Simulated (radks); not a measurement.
Values are calculated unless marked as measured or tabulated.
Valence configurations of the lanthanum ion La+ (all share [Xe]). Code: a radial shooting solver on a logarithmic mesh with Libxc functionals. Model: non-relativistic Kohn-Sham, SCAN, spin-unpolarised, spherical densities, point nucleus; meta-GGA in the generalised Kohn-Sham scheme; relativity is left out, which matters for an element this heavy. Energies are relative to 5d2; eigenvalues in eV.

| valence | E (eV) | e(4f) | e(5d) | e(6p) | e(6s) |
|---|---|---|---|---|---|
| 5d2 | 0.000 | - | -7.192 | - | - |
| 4f1 5d1 | -0.986 | -4.966 | -5.952 | - | - |
| 5d1 6s1 | 0.871 | - | -8.894 | - | -7.902 |
| 5d1.5 6p0.5 | 1.595 | - | -8.404 | -5.092 | - |
| 5d1.5 6s0.5 | 0.417 | - | -8.055 | - | -7.205 |
| 4f0.5 5d1.5 | -1.015 | -7.489 | -6.568 | - | - |
| 4f1.5 5d0.5 | -0.113 | -3.016 | -5.437 | - | - |

NIST lists [Xe] 5d2 as the ground configuration; this level of theory puts 4f0.5 5d1.5 lower, by 1.015 eV. The energies are those of spherical spin-averaged densities, not of single terms. Relativity is left out, which favours d and f over s occupation in heavy atoms.
